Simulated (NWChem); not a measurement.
System: GaN2H4Cl; SMILES [NH2][Ga]([Cl])[NH2]

Input file for NWChem:

```
start job
memory heap 200 mb stack 900 mb global 1100 mb
geometry units angstroms noautoz
  Ga    -0.008885    -0.372708     0.000000
  Cl    -0.004065     1.806007     0.000000
  N      0.130729    -1.192403     1.632501
  H     -0.161428    -0.645815     2.435024
  H     -0.190952    -2.150240     1.718178
  N      0.130729    -1.192403    -1.632501
  H     -0.190952    -2.150240    -1.718178
  H     -0.161428    -0.645815    -2.435024
end
basis spherical
  Ga library def2-svp
  Cl library def2-svp
  N library def2-svp
  H library def2-svp
end
dft
  xc mpw1k
  iterations 150
  mulliken
end
task dft energy
```

Structure relaxed at the B3LYP/6-31G* (spherical d) level.

Problem. What results follow from this input? (MPW1K/def2-SVP.) Quantities: energy (Ha); highest occupied level (eV); orbital gap (eV); dipole (D).

Solution. 
- energy (Ha) = -2496.70
- highest occupied level (eV) = -8.29
- orbital gap (eV) = 8.55
- dipole (D) = 3.43
